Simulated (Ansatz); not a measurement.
SiH2Me(vinyl) (C3H8Si), relaxed as a singlet with RKS r2SCAN-D4/def2-SVP in Ansatz, starting from the GFN2-xTB geometry. Force threshold 0.02 eV/Å.

Start:

```xyz
12

Si   -0.816   -0.344    0.161
H    -0.864   -1.693   -0.414
H    -1.786   -0.236    1.261
C    -1.227    0.947   -1.172
H    -2.234    0.805   -1.553
H    -0.543    0.880   -2.014
H    -1.164    1.957   -0.778
C     0.910    0.001    0.836
C     1.924   -0.849    0.805
H     1.078    0.975    1.284
H     1.823   -1.833    0.377
H     2.899   -0.612    1.205
```

Task: Estimate the energy that the relaxation releases and the steps that it takes.

Result: 6.3 kJ/mol, in 7 steps; 37 s on 4 threads of Intel Xeon on a shared host. No frequencies were taken in this run, so the end may be a saddle point.

Task: Does the start keep its bonding and symmetry?

Result: By distances, no bond broke or formed. The bond that changes most is Si1–H2, from 1.47 to 1.50 Å (atoms count from 1).

Task: Predict the relaxed structure.

Result: 
```csv
atom,x (Å),y (Å),z (Å)
Si1,-0.7989,-0.3034,0.1593
H2,-0.8246,-1.6949,-0.3915
H3,-1.8154,-0.2107,1.2565
C4,-1.2369,0.9433,-1.1802
H5,-2.2530,0.7675,-1.5681
H6,-0.5319,0.8756,-2.0236
H7,-1.1998,1.9722,-0.7879
C8,0.9091,0.0149,0.8580
C9,1.9246,-0.8609,0.7953
H10,1.1020,0.9828,1.3453
H11,1.8077,-1.8476,0.3287
H12,2.9173,-0.6389,1.2082
```
Bond lengths: 2 × C–Si 1.87 to 1.88 Å; 1 × C–C 1.34 Å; 6 × C–H 1.10 Å; 2 × H–Si 1.50 Å.
